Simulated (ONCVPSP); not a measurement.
Logarithmic derivatives: Cd, ONCV

- Element: Cd (Z = 48)
- Generator: ONCVPSP 4.0.1
- Type: optimised norm-conserving Vanderbilt (ONCV)
- Functional: BLYP
- Relativity: scalar-relativistic
- Frozen core: [Ar] 3d10
- Valence charge: 20
- Reference configuration: 4s2 4p6 4d10 5s2
- Partial waves: 4s+5s: rc 1.35 bohr, ncon 4, nbas 7, qcut 10.8 1/bohr, 2 projectors; 4p: rc 0.90 bohr, ncon 4, nbas 7, qcut 10.6 1/bohr, 2 projectors, debl 1.7 Ha; 4d: rc 1.85 bohr, ncon 4, nbas 9, qcut 9 1/bohr, 1 projector
- Local potential: polynomial inside 0.75 bohr (lpopt 5, dvloc0 0 Ha)
- Core correction: Teter function, fcfact 2, rcfact 1.35

In the p channel the program set the typed energies aside and used -2.454, 0.250 Ha.

The phase is arctan(r·R′/R) of the radial function R(r), unwrapped; energies in Ha, scanned from -5 to 5 Ha. A pole is an energy at which the radial function vanishes at the test radius. The pseudo phase is shifted by a multiple of π to meet the all-electron one at the reference energy, and phase errors are pseudo minus all-electron; the curves can meet again beyond the range given. Levels narrower than the energy grid can be missing from the lists of poles.

```tsv
channel	radius (bohr)	reference energy (Ha)	poles, all-electron	poles, pseudo	unbroken range about the reference energy with phases within 0.05 rad	phase error 1 Ha above the reference energy (rad)
s	1.37	-0.21	-3.05	-3.05, 1.83	below 1.7	-0.000
p	0.92	-2.45	none	none	the whole range	-0.000
d	1.88	-0.43	0.02	0.02	below 1.6	+0.004
```

Note: no bound ghost flagged; GHOST(+) flagged for s at 49.2 eV, p at 411.0 eV.

Phases in the d channel:

```json
{"E (Ha)": "-4.96", "all-electron": "1.364", "pseudo": "1.364"}
{"E (Ha)": "-4.48", "all-electron": "1.350", "pseudo": "1.351"}
{"E (Ha)": "-4.00", "all-electron": "1.333", "pseudo": "1.333"}
{"E (Ha)": "-3.52", "all-electron": "1.312", "pseudo": "1.312"}
{"E (Ha)": "-3.04", "all-electron": "1.283", "pseudo": "1.284"}
{"E (Ha)": "-2.56", "all-electron": "1.242", "pseudo": "1.243"}
{"E (Ha)": "-2.08", "all-electron": "1.178", "pseudo": "1.179"}
{"E (Ha)": "-1.60", "all-electron": "1.055", "pseudo": "1.056"}
{"E (Ha)": "-1.12", "all-electron": "0.694", "pseudo": "0.697"}
{"E (Ha)": "-0.64", "all-electron": "-0.754", "pseudo": "-0.753"}
{"E (Ha)": "-0.16", "all-electron": "-1.473", "pseudo": "-1.472"}
{"E (Ha)": "0.32", "all-electron": "-1.688", "pseudo": "-1.686"}
{"E (Ha)": "0.80", "all-electron": "-1.840", "pseudo": "-1.833"}
{"E (Ha)": "1.28", "all-electron": "-2.033", "pseudo": "-2.015"}
{"E (Ha)": "1.76", "all-electron": "-2.420", "pseudo": "-2.357"}
{"E (Ha)": "2.24", "all-electron": "-3.293", "pseudo": "-3.138"}
{"E (Ha)": "2.72", "all-electron": "-4.035", "pseudo": "-3.938"}
{"E (Ha)": "3.20", "all-electron": "-4.332", "pseudo": "-4.282"}
{"E (Ha)": "3.68", "all-electron": "-4.473", "pseudo": "-4.439"}
{"E (Ha)": "4.16", "all-electron": "-4.555", "pseudo": "-4.529"}
{"E (Ha)": "4.64", "all-electron": "-4.610", "pseudo": "-4.587"}
```
